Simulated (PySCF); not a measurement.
PySCF 2.14 output of a UHF calculation on a single atom or ion in aug-cc-pVDZ-PP with ECP28MDF (5s4p3d, 32 functions), with scalar relativity through the core potential:

```
SCF conv_tol = 1e-09
number electrons alpha = 14  beta = 10
cycle= 1 E= -266.82371065821  delta_E= -2.06e-11  |g|= 1.19e-06  |ddm|= 4.74e-05
converged SCF energy = -266.82371065821  <S^2> = 6.0014398  2S+1 = 5.0005759
```

The run itself started from symmetry-adapted Hartree-Fock orbitals and held the occupation by maximum overlap, so the iterations belong to that start.

Problem. Which element, charge and spin multiplicity is this?

Solution. Te (tellurium, neutral), multiplicity 5; the state was [Kr] 4d10 5s2 5p3 6s1, high-spin 5S determinant (an excited configuration).

Energies and moments cover only the electrons outside the core potential. The outer electron is Rydberg-like, and this basis confines it to a smaller radius and binds it less than a complete one would.
